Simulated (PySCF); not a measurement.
Isomers of C3H5N. Gas-phase values, no solvent. One relaxed conformer stands for each flexible species; it need not be the lowest. Strings in code marks are SMILES.

These are B3LYP-D3(BJ)/def2-TZVP (PySCF) values and carry that method's errors. All candidates: neutral, multiplicity 1. B3LYP has the VWN-RPA correlation part, as in Gaussian. Excitations are Tamm–Dancoff values on a coarser integration grid. The basis has no diffuse functions, so Rydberg states are missing or too high.

```yaml
HOMO–LUMO gap: 5.66 eV
HOMO: -7.13 eV
S1 excitation (TDA): 4.44 eV
```

Task: Say which member has these values.
A. `C=CN=C` (C–C–N–C torsion 180°)
B. `C1=CNC1`
C. `C#CNC`
D. `CC#CN`

Result: A, `C=CN=C` (C–C–N–C torsion 180°). The others give `C1=CNC1`: 6.38 eV, -6.00 eV, 5.83 eV; `CC#CN`: 6.41 eV, -5.84 eV, 5.36 eV; `C#CNC`: 6.52 eV, -6.01 eV, 5.26 eV
